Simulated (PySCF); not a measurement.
GeF2ClBr, SMILES [F][Ge]([F])([Cl])[Br]. Heavy atoms are numbered as in [F:1][Ge:2]([F:3])([Cl:4])[Br:5].

Geometry: TPSSh-D3(BJ)/def2-SVP.

All values below come from PBE/pcSseg-1 in PySCF.

GIAO shieldings, no solvent; atoms alike by connectivity are averaged. δ = σ(ref) − σ: ¹⁹F against CFCl3 (σ = 133.6 ppm); ⁷³Ge against GeH4 (σ = 1614.4 ppm); ³⁵Cl against HCl (σ = 936.5 ppm), references at their B3LYP-D3(BJ)/def2-TZVP geometries, non-relativistic (without spin–orbit terms, shifts of atoms bonded to Cl or Br come out too high).

Computed chemical shifts:
```tsv
nucleus	atoms	count	δ (ppm)
¹⁹F	F1	2	-88.4
⁷³Ge	Ge2	1	398.7
³⁵Cl	Cl4	1	212.7
```
